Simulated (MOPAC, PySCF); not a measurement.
C₄H₁₂O₃Sn, SMILES `[O](C)[Sn]([O]C)([O]C)[CH3]`, neutral singlet in the gas phase. 

Cartesian coordinates (Å):
```xyz
20

C     -1.3737    -0.7925     2.0093
O     -0.3134    -1.1044     1.1347
Sn    -0.2704    -0.3163    -0.6967
C     -1.6038    -1.0452    -2.1863
O      1.6061    -0.6446    -1.2351
C      2.6563    -0.5931    -0.2914
O     -0.6472     1.6188    -0.4162
C      0.2056     2.3896     0.3997
H     -1.0901    -1.1082     3.0285
H     -2.3116    -1.3246     1.7491
H     -1.6040     0.2908     2.0457
H     -1.0033    -1.3875    -3.0399
H     -2.1919    -1.8801    -1.7826
H     -2.2663    -0.2239    -2.4910
H      2.3868    -1.0521     0.6780
H      2.9908     0.4455    -0.0967
H      3.5180    -1.1472    -0.7028
H      1.1623     2.6338    -0.1035
H      0.4486     1.8977     1.3637
H     -0.2990     3.3437     0.6335
```
Charge 0, multiplicity 1.

All levels are single points at this geometry (r2SCAN-D4/def2-SVP); Pople sets use spherical d functions. Orbital energies aren't observables, and empty levels follow the basis.

| level | HOMO (eV) | LUMO (eV) | gap (eV) | dipole (D) | vertical IE, Delta-SCF (eV) |
|---|---|---|---|---|---|
| PBE-D3(BJ)/def2-TZVP in PySCF | -5.98 | -1.85 | 4.13 | 1.22 | – |
| r2SCAN-D4/def2-TZVP in PySCF | -6.31 | -1.58 | 4.73 | 1.27 | – |
| B3LYP/LANL2DZ in PySCF | -7.07 | -0.89 | 6.18 | 1.43 | – |
| PBE/6-31G* (LANL2DZ on Sn) in PySCF | -5.62 | -1.30 | 4.32 | 1.21 | – |
| SVWN5/6-31G* (LANL2DZ on Sn) in PySCF | -5.72 | -1.45 | 4.26 | 1.21 | – |
| HF/6-31G* (LANL2DZ on Sn) in PySCF | -11.37 | 3.54 | 14.91 | 1.41 | – |
| AM1 in MOPAC | -9.84 | -0.56 | 9.29 | 1.64 | – |
| PM6 in MOPAC | -10.17 | -0.40 | 9.77 | 1.56 | – |
| PM7 in MOPAC | -9.82 | 1.10 | 10.92 | 1.47 | – |
